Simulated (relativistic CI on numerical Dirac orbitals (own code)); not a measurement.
## Tb3+ (4f8) in a crystal field

Calculated by Dirac-Coulomb-Breit CI, KLI orbitals optimised for each configuration, model QED (radiative potential, 1s self-energy scaled to tabulated hydrogen-like ionisation energies), valence Slater integrals scaled by 0.7, one configuration in a parametric crystal field (own radial code).

Field parameters in Wybourne normalisation. The field is a parameter set, without covalency.

S is read from ⟨S²⟩ = S(S + 1).

Powder χT (cm³ K mol⁻¹) by Van Vleck's formula, with temperature-independent terms:

```csv
Field,2 K,5 K,10 K,20 K,50 K,100 K,200 K,300 K
"C2v, B20 = 440, B22 = 260, B40 = -400, B42 = 80, B44 = 120, B60 = 0, B62 = 60, B64 = 590, B66 = -10 cm⁻¹",9.87,9.94,10.1,10.3,10.9,11.4,11.6,11.6
"D3d, B20 = 1540, B40 = 880, B43 = -1140, B60 = -250, B63 = -30, B66 = -790 cm⁻¹",9.54,9.81,9.95,10.2,10.7,11.1,11.3,11.4
```

Question: For C2v, B20 = 440, B22 = 260, B40 = -400, B42 = 80, B44 = 120, B60 = 0, B62 = 60, B64 = 590, B66 = -10 cm⁻¹: what effective moment follows at 300 K?

Answer: μ_eff = √(8χT) = 9.65 μB. The LS value g√(J(J + 1)) of the free ion's ⁷F6 level is 9.72 μB.
